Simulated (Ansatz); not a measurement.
```yaml
crystal:
  periodic: [false, false, false]
  atoms:
    - {symbol: N, position_ang: [-1.672373, 0.623588, 0.203524]}
    - {symbol: C, position_ang: [-0.432297, 1.072128, -0.416982]}
    - {symbol: Sn, position_ang: [1.171006, -0.142769, 0.373865]}
    - {symbol: N, position_ang: [0.894312, -2.101087, -0.096115]}
    - {symbol: H, position_ang: [-2.477343, 1.082122, -0.206741]}
    - {symbol: H, position_ang: [-1.683328, 0.839972, 1.192171]}
    - {symbol: H, position_ang: [-0.208431, 2.142075, -0.305329]}
    - {symbol: H, position_ang: [-0.472923, 0.858926, -1.488104]}
    - {symbol: H, position_ang: [2.712867, 0.292670, -0.227473]}
    - {symbol: H, position_ang: [1.115088, -0.042709, 2.083723]}
    - {symbol: H, position_ang: [1.215475, -2.323613, -1.029936]}
    - {symbol: H, position_ang: [-0.085152, -2.356603, -0.048701]}
basis:
  gaussian: {orbitals: ANO-RCC-VTZP}
hamiltonian: {xc: {name: HF}}
correlation: {method: mp2, frozen_orbitals: {N: 9}}
accuracy: high
```

```sh
$ ansatz run in.yaml --threads 4 --pin off --events-out ev --progress --plain --max-ram 10444MiB
```

(1) How does Ansatz answer? (An estimate is asked.)

Answers

(1) Computed: The program refused the input.
```
Functional definition: HF
Error: "frozen_orbitals" has no count for C
```
